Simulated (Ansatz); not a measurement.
Total energies of Li₂Cl₂⁺ from Ansatz at PBE-D4/def2-TZVP, gas phase (1 Eh = 27.2114 eV = 2625.5 kJ/mol). The reference geometry is relaxed at PBE-D4/def2-TZVP.

| atom | x (Å) | y (Å) | z (Å) |
| --- | --- | --- | --- |
| Li1 | -1.7168 | 0.0988 | 0.7810 |
| Li2 | 1.7171 | -0.0941 | -0.7805 |
| Cl3 | 0.5430 | -0.1523 | 1.2180 |
| Cl4 | -0.5433 | 0.1475 | -1.2185 |

```
           state                     geometry  energy (Eh)
charge 1 doublet                    reference   -934.93530
charge 0 singlet                    reference   -935.20507
charge 1 quartet  relaxed at PBE-D4/def2-TZVP   -934.72069
```

Q: Work out the vertical electron affinity, to the singlet.

A: E(charge 1 doublet) − E(charge 0 singlet) = -934.93530 − (-935.20507) = 0.26977 Eh = 7.34 eV.

Q: Which of the charge 1 states is lowest, and how far above it are the others?

A: The doublet. quartet: -934.72069 − (-934.93530) = 0.21461 Eh = 563.5 kJ/mol. The quartet differs in its bonds from the reference.

The structure comes from a short search, and lower isomers may exist.
